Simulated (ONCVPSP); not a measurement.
## Sr (Z = 38): one change to an ONCV potential, before and after

Sr, optimised norm-conserving Vanderbilt (ONCV), made with ONCVPSP 4.0.1 (PBE, scalar-relativistic). Core [Ar] 3d10, reference 4s2 4p6 5s2. Waves: 4s+5s: rc 1.85 bohr, ncon 3, nbas 7, qcut 5.4 1/bohr, 2 projectors; 4p: rc 2.20 bohr, ncon 3, nbas 6, qcut 7.9 1/bohr, 2 projectors, debl 1.5 Ha; d scattering state at 0.31 Ha: rc 1.85 bohr, ncon 4, nbas 8, qcut 4.6 1/bohr, local. Local part: the d channel. Core correction: Teter function, fcfact 4.75, rcfact 1.25.

In the d channel the program set the typed energies aside and used 0.050 Ha.

All-electron outer shells of the reference configuration (PBE, scalar-relativistic, ld1.x):

```tsv
shell	level (eV)	outermost node (bohr)	outermost maximum (bohr)
4s	-40.90	0.59	1.19
4p	-22.82	0.61	1.33
5s	-3.53	1.65	3.72
```

Change: s: qcut 3.7; p: qcut 5.5; d: qcut 3.2.

Cutoffs: the cutoffs (Ha) at which the residual kinetic energy of the hardest occupied pseudo-wave falls to 1 and 0.1 mHa per electron; they do not see the model core or the augmentation charge, which bear on the density cutoff. Errors are all-electron minus pseudo energies relative to the spin-unpolarised reference configuration.

**Question.** Predict the effect on cutoff, ghosts and configuration errors.

**Answer.** The potential gets harder (11 Ha and 16 Ha → 16 Ha and 50 Ha); the bound ghosts move from p to s; of the 4 tests that both files solve, the error grows in 2 and shrinks in 0 by more than 15 % and 0.3 meV (median size 1.5 → 2.4 meV).

| quantity | base | changed |
| --- | --- | --- |
| cutoff, loose | 11 Ha | 16 Ha |
| cutoff, tight | 16 Ha | 50 Ha |
| loose cutoff by channel | s 11 Ha, p 10 Ha | s 16 Ha, p 7.8 Ha |
| bound ghosts | p | s |
| GHOST(+) flags under 300 eV | none | none |
| error for 4s2 4p6 5s1, meV [ΔE 5.89 eV] | -0.6 | -0.8 |
| error for 4s2 4p6 5s0, meV [ΔE 16.89 eV] | -2.5 | -4.1 |
| error for 4s2 4p6 5s1.5, meV [ΔE 2.34 eV] | -0.2 | -0.2 |
| error for 4s2 4p6 4d1 5s0, meV [ΔE 7.65 eV] | -9.4 | -14 |
| s: phases at 1.88 bohr within 0.05 rad from the reference energy up to (Ha; the scan ends near 5) | 1.6 | 1.5 |
| p: phases at 2.23 bohr within 0.05 rad from the reference energy up to (Ha; the scan ends near 5) | to the end of the scan | to the end of the scan |
| d: phases at 1.88 bohr within 0.05 rad from the reference energy up to (Ha; the scan ends near 5) | 3.5 | 2.9 |
| rms error of d²Exc/dni dnj with the model core, mHa | 0.60 | 1.06 |

Changed file: The cutoffs count occupied waves only; projector 1 of the d channel, the hardest unoccupied one, needs 52 Ha at the loose tolerance. A true bound ghost makes a file unfit for plane-wave use even where its test errors are small: the radial tests pick states by their node count and pass the ghost by.
